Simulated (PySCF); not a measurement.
Heteronuclear NMR

Molfile (atoms numbered from 1):
```
C3H8O2Si2
     RDKit          3D

 15 14  0  0  0  0  0  0  0  0999 V2000
    2.2658   -0.5188    1.1183 C   0  0  0  0  0  0  0  0  0  0  0  0
    0.9610   -0.7125    0.9945 C   0  0  0  0  0  0  0  0  0  0  0  0
   -0.1688    0.3011   -0.1365 Si  0  0  1  0  0  4  0  0  0  0  0  0
    0.6226    1.5562   -0.8098 O   0  0  0  0  0  0  0  0  0  0  0  0
   -1.1545   -0.8925   -1.8525 Si  0  0  0  0  0  4  0  0  0  0  0  0
   -1.4417    1.0836    1.0741 C   0  0  0  0  0  0  0  0  0  0  0  0
   -1.5469    2.2841    1.1730 O   0  0  0  0  0  0  0  0  0  0  0  0
    2.8893   -1.1264    1.7568 H   0  0  0  0  0  0  0  0  0  0  0  0
    2.7683    0.2672    0.5781 H   0  0  0  0  0  0  0  0  0  0  0  0
    0.5063   -1.5227    1.5528 H   0  0  0  0  0  0  0  0  0  0  0  0
    0.5638    2.4244   -0.4126 H   0  0  0  0  0  0  0  0  0  0  0  0
   -2.0025   -1.9641   -1.3168 H   0  0  0  0  0  0  0  0  0  0  0  0
   -2.0124   -0.0746   -2.7153 H   0  0  0  0  0  0  0  0  0  0  0  0
   -0.1542   -1.5299   -2.7118 H   0  0  0  0  0  0  0  0  0  0  0  0
   -2.1004    0.4328    1.6858 H   0  0  0  0  0  0  0  0  0  0  0  0
  1  2  2  0
  2  3  1  0
  3  4  1  6
  3  5  1  0
  3  6  1  0
  6  7  2  0
  1  8  1  0
  1  9  1  0
  2 10  1  0
  4 11  1  0
  5 12  1  0
  5 13  1  0
  5 14  1  0
  6 15  1  0
M  END
```

[PySCF: geometry: GFN2-xTB; shielding tensors at PBE0/pcSseg-1 (GIAO); no relativistic terms; one conformer; rapidly exchanging positions averaged; isolated molecule]

Q: What are the ²⁹Si shifts?

A: 
| atoms | environment | σ (ppm) | δ (ppm) |
| --- | --- | --- | --- |
| Si3 | silicon bonded to 2 C, O, Si | 371.2 | -25.1 |
| Si5 | silicon bonded to Si, 3 H | 472.2 | -108.1 |

Shieldings were converted by a linear fit to measured shifts: ²⁹Si: δ = 279.94 − 0.822σ (rms 8.9 ppm, 72 shifts, 25.8 ppm with the 6 outliers that the fit left out vs TMS, solution or neat liquid). A few per cent of atoms miss by over 2 rms, more outside the fitted compound classes.

On a 500 MHz spectrometer ²⁹Si resonates near 99.3 MHz, so 1 ppm is 99.3 Hz.

Q: What are the ¹⁷O shifts?

A: 
```tsv
atoms	environment	σ (ppm)	δ (ppm)
O7	carbonyl oxygen	-573.7	789.3
O4	oxygen bonded to Si, H	335.3	-38.7
```

Shieldings were converted by a linear fit to measured shifts: ¹⁷O: δ = 266.70 − 0.911σ (rms 10.7 ppm, 155 shifts, 12.2 ppm with the 3 outliers that the fit left out vs liquid water, solution or neat liquid). Occasional misses reach two or three times the rms, and more in compound classes unlike the fitted ones.

On a 500 MHz spectrometer ¹⁷O resonates near 67.8 MHz, so 1 ppm is 67.8 Hz.
